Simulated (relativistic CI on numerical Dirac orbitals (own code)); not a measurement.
## Slater and spin-orbit integrals, Ta24+

Method of calculation: Dirac-Coulomb-Breit CI, separate exchange-only KLI orbitals for each configuration, a model potential for QED, unscaled Slater integrals (own radial code, finite nucleus).

Slater integrals F^k, G^k are unscaled and averaged over j, outside the closed core [Ar] 3d10 4s2; ζ comes from projecting the Hamiltonian with its Breit term on Σ l·s of the shell.

- 4p6.4d10.4f3: F^2(4f,4f) = 223390, F^4(4f,4f) = 145100, F^6(4f,4f) = 105940, ζ(4f) = 6971 cm⁻¹; <r>(4f) = 0.4654, <r^2>(4f) = 0.2494 (bohr units).
- 4p6.4d10.4f2.5s: F^2(4f,4f) = 226030, F^4(4f,4f) = 146910, F^6(4f,4f) = 107290, ζ(4f) = 7171.4, G^3(4f,5s) = 32591 cm⁻¹; <r>(4f) = 0.4608, <r^2>(4f) = 0.2444, <r>(5s) = 0.8265, <r^2>(5s) = 0.7609 (bohr units).
- 4p6.4d9.4f4: ζ(4d) = 44847, F^2(4f,4f) = 223070, F^4(4f,4f) = 144880, F^6(4f,4f) = 105770, F^2(4d,4f) = 210450, F^4(4d,4f) = 137230, G^1(4d,4f) = 230160, G^3(4d,4f) = 154040, G^5(4d,4f) = 111790, ζ(4f) = 6904 cm⁻¹; <r>(4d) = 0.4732, <r^2>(4d) = 0.2563, <r>(4f) = 0.4659, <r^2>(4f) = 0.25 (bohr units).

Averages of the first 10 configurations, taken without configuration mixing, which lowers the lowest level and can move excited configurations by several eV; other configurations of the list can lie among them:

```csv
Configuration,Parity,States,Average energy above the lowest level (eV)
4p6.4d10.4f3,odd,364,11.7
4p6.4d10.4f2.5s,even,182,107.2
4p6.4d9.4f4,even,10010,219.9
4p6.4d10.4f.5s2,odd,14,212.5
4p6.4d10.4f2.5p,odd,546,163.7
4p6.4d10.4f.5s.5p,even,168,266.3
4p6.4d10.4f.5p2,odd,210,325.5
4p6.4d10.4f2.5d,even,910,240.3
4p6.4d10.4f.5s.5d,odd,280,345.3
4p5.4d10.4f4,odd,6006,424.0
```
